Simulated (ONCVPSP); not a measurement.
An all-electron radial function and its pseudo partner (cobalt)

Columns: radius, all-electron u(r) and pseudo u(r) of the 3p shell (level -65.64 eV) of cobalt in the configuration [Ne] 3s2 3p6 3d7 4s2; PBE, scalar-relativistic, ONCV scheme, ONCVPSP 4.0.1.

| r (bohr) | all-electron | pseudo |
| --- | --- | --- |
| 0.078 | -0.4696 | 0.0441 |
| 0.155 | -0.6074 | 0.1661 |
| 0.232 | -0.3030 | 0.3463 |
| 0.310 | 0.1560 | 0.5587 |
| 0.388 | 0.5785 | 0.7693 |
| 0.465 | 0.8885 | 0.9481 |
| 0.542 | 1.0821 | 1.0792 |
| 0.620 | 1.1760 | 1.1548 |
| 0.698 | 1.1921 | 1.1738 |
| 0.775 | 1.1562 | 1.1459 |
| 0.852 | 1.0879 | 1.0841 |
| 0.930 | 1.0005 | 0.9998 |
| 1.008 | 0.9052 | 0.9052 |
| 1.085 | 0.8100 | 0.8101 |
| 1.162 | 0.7182 | 0.7181 |
| 1.240 | 0.6311 | 0.6309 |
| 1.318 | 0.5512 | 0.5511 |
| 1.395 | 0.4800 | 0.4799 |
| 1.472 | 0.4164 | 0.4163 |
| 1.550 | 0.3594 | 0.3593 |
| 1.628 | 0.3093 | 0.3093 |
| 1.705 | 0.2662 | 0.2662 |
| 1.782 | 0.2287 | 0.2286 |
| 1.860 | 0.1957 | 0.1957 |
| 1.938 | 0.1673 | 0.1673 |
| 2.015 | 0.1432 | 0.1431 |

(1) How many radial nodes do the two functions have?

(2) At about which radius was the pseudo-wave matched?

(3) Is the pseudo-wave norm-conserving?

Answers

(1) The all-electron 3p function has n − l − 1 = 1; the pseudo-wave has 0, since the states of the same l below it are removed with the core.

(2) 1.30 bohr. The columns agree to 0.0005 from 1.01 bohr on; several derivatives are matched, so the curves merge somewhat inside the radius.

(3) Yes: the ONCV scheme keeps the norm inside the radius equal to the all-electron one, which fixes the energy derivative of the logarithmic derivative at the level.
